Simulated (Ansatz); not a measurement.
Harmonic frequencies (cm⁻¹) at PBE0-D4/def2-TZVP from Ansatz: 128, 131, 301, 309, 403, 444, 471, 478, 507, 588, 637, 791, 875, 950, 1236, 1372, 1631, 1642, 1870, 1870, 3596, 3597, 3722, 3722.

Each molecule was computed in one conformer, which needn't be the lowest.

(1) Which molecule is it?
A. `[BH2][Al]([NH2])[NH2]`
B. `N[SiH](N)[Ga]([F])[Cl]`
C. `N[B](N)[AlH2]`
D. `C[As](N)N`

Answers

(1) C.
